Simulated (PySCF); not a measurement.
**Cl (chlorine, neutral) across methods**

[Ne] 3s1 3p6, 2S determinant (an excited configuration). Calculation: PySCF 2.14, in dyall-av2z (13s9p2d, 50 functions); the non-relativistic Hamiltonian (point nucleus).

```json
{"method": "LDA", "E (hartree)": "-458.2236", "mean ε 3s α (eV)": "-21.769", "mean ε 3p α (eV)": "-9.730", "mean ε 3p β (eV)": "-8.810", "Σ⟨r²⟩ (bohr²)": "28.53", "⟨S²⟩": "0.753"}
{"method": "r2SCANh", "E (hartree)": "-459.6377", "mean ε 3s α (eV)": "-24.001", "mean ε 3p α (eV)": "-10.811", "mean ε 3p β (eV)": "-9.272", "Σ⟨r²⟩ (bohr²)": "28.42", "⟨S²⟩": "0.758"}
{"method": "B3LYP", "E (hartree)": "-459.7043", "mean ε 3s α (eV)": "-24.081", "mean ε 3p α (eV)": "-10.995", "mean ε 3p β (eV)": "-9.570", "Σ⟨r²⟩ (bohr²)": "28.57", "⟨S²⟩": "0.755"}
{"method": "r2SCAN", "E (hartree)": "-459.6468", "mean ε 3s α (eV)": "-23.017", "mean ε 3p α (eV)": "-10.205", "mean ε 3p β (eV)": "-8.865", "Σ⟨r²⟩ (bohr²)": "28.39", "⟨S²⟩": "0.757"}
{"method": "PBE", "E (hartree)": "-459.5190", "mean ε 3s α (eV)": "-21.809", "mean ε 3p α (eV)": "-9.654", "mean ε 3p β (eV)": "-8.661", "Σ⟨r²⟩ (bohr²)": "28.47", "⟨S²⟩": "0.753"}
{"method": "PBE0", "E (hartree)": "-459.5245", "mean ε 3s α (eV)": "-24.668", "mean ε 3p α (eV)": "-11.338", "mean ε 3p β (eV)": "-9.760", "Σ⟨r²⟩ (bohr²)": "28.43", "⟨S²⟩": "0.756"}
{"method": "UHF", "E (hartree)": "-458.90877", "mean ε 3s α (eV)": "-32.549", "mean ε 3p α (eV)": "-15.690", "mean ε 3p β (eV)": "-11.846", "Σ⟨r²⟩ (bohr²)": "29.08", "⟨S²⟩": "0.779"}
{"method": "revPBE", "E (hartree)": "-459.6251", "mean ε 3s α (eV)": "-21.806", "mean ε 3p α (eV)": "-9.630", "mean ε 3p β (eV)": "-8.614", "Σ⟨r²⟩ (bohr²)": "28.44", "⟨S²⟩": "0.753"}
{"method": "BP86", "E (hartree)": "-459.7518", "mean ε 3s α (eV)": "-21.908", "mean ε 3p α (eV)": "-9.749", "mean ε 3p β (eV)": "-8.795", "Σ⟨r²⟩ (bohr²)": "28.44", "⟨S²⟩": "0.753"}
```
